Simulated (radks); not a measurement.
Results of a calculation; reference values are marked as such.
Isoelectronic series with 5 electrons, each ion in its NIST ground configuration. Code: a radial shooting solver on a logarithmic mesh with Libxc functionals. Model: non-relativistic Kohn-Sham, LDA (Slater exchange, Perdew-Wang correlation), spin-polarised, spherical densities, point nucleus; open shells are filled with parallel spins first. Total energies (hartree) and mean radii <r> (bohr) (* marks an orbital that is empty in some or all of the ions):

B: configuration [He] 2s2 2p1; E (hartree) -24.35246; 2p down* 2.393; 2p up 2.233; 2s down 1.996; 2s up 1.949
C+: configuration [He] 2s2 2p1; E (hartree) -37.03599; 2p down* 1.533; 2p up 1.479; 2s down 1.488; 2s up 1.460
N2+: configuration [He] 2s2 2p1; E (hartree) -52.47486; 2p down* 1.152; 2p up 1.124; 2s down 1.187; 2s up 1.170
O3+: configuration [He] 2s2 2p1; E (hartree) -70.66553; 2p down* 0.9284; 2p up 0.9107; 2s down 0.9889; 2s up 0.9765
F4+: configuration [He] 2s2 2p1; E (hartree) -91.60675; 2p down* 0.7792; 2p up 0.7670; 2s down 0.8476; 2s up 0.8386
Ne5+: configuration [He] 2s2 2p1; E (hartree) -115.29798; 2p down* 0.6720; 2p up 0.6632; 2s down 0.7419; 2s up 0.7350
Mg7+: configuration [He] 2s2 2p1; E (hartree) -170.92971; 2p down* 0.5279; 2p up 0.5226; 2s down 0.5941; 2s up 0.5897
Al8+: configuration [He] 2s2 2p1; E (hartree) -202.87007; 2p down* 0.4770; 2p up 0.4727; 2s down 0.5404; 2s up 0.5367
Si9+: configuration [He] 2s2 2p1; E (hartree) -237.56007; 2p down* 0.4351; 2p up 0.4315; 2s down 0.4956; 2s up 0.4925
P10+: configuration [He] 2s2 2p1; E (hartree) -274.99973; 2p down* 0.4000; 2p up 0.3970; 2s down 0.4577; 2s up 0.4551
